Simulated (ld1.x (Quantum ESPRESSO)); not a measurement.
**Which change was made? (Re, TM)**

rhenium, norm-conserving Troullier–Martins (Kleinman–Bylander form), made with ld1.x (Quantum ESPRESSO) 7.5 (Wu–Cohen, scalar-relativistic). Core [Kr] 4d10 4f14 5s2, reference 5p6 5d5 6s2 6p0. Waves: 6s (bound): rc 2.70 bohr; 5p (bound): rc 1.05 bohr; 5d (bound): rc 1.85 bohr. Local part: the d channel. Core correction: none.

Cutoffs, loose and tight: the cutoffs (Ry, on a coarse ladder) from which the occupation-weighted sum of valence levels, in a spherical-Bessel basis at the reference potential, stays within 10 and 1 mRy of its value at 400 Ry. They do not see the model core or the augmentation charge, which bear on the density cutoff. Test errors are all-electron minus pseudo excitation energies from the reference, over the configurations 5p6 5d5 6s1 6p0; 5p6 5d5 6s0 6p0; 5p6 5d4 6s0 6p0; 5p6 5d5 6s0 6p2; 5p6 5d6 6s1 6p0; 5p6 5d4 6s2 6p0; 5p6 5d5 6s1.5 6p0; variants that change the core or the reference have their own tests. The largest error is taken over the tests solved by every variant that gives reliable tests at all, those not shown here included: 5p6 5d4 6s0 6p0; 5p6 5d5 6s0 6p0; 5p6 5d5 6s1 6p0; 5p6 5d5 6s1.5 6p0.

The base gives: outcome: generated; cutoff, loose: 110 Ry; cutoff, tight: 200 Ry; bound ghosts: p, s; largest test error (meV): -45.

Question: After one change the result is: outcome: generated; cutoff, loose: 80 Ry; cutoff, tight: 110 Ry; bound ghosts: s; largest test error (meV): -225. Which change was it?
A. all radii scaled by about 1.35 (s 3.64, p 1.42, d 2.50 bohr)
B. all radii scaled by about 0.74 (s 2.00, p 0.78, d 1.38 bohr)
C. all radii scaled by about 1.24 (s 3.34, p 1.30, d 2.28 bohr)

Answer: A. The others give: all radii scaled by about 1.24 (s 3.34, p 1.30, d 2.28 bohr) → outcome: generated; cutoff, loose: 35 Ry; cutoff, tight: 140 Ry; bound ghosts: p, s; largest test error (meV): -99 | all radii scaled by about 0.74 (s 2.00, p 0.78, d 1.38 bohr) → outcome: generated; bound ghosts: s; largest test error (meV): -28.
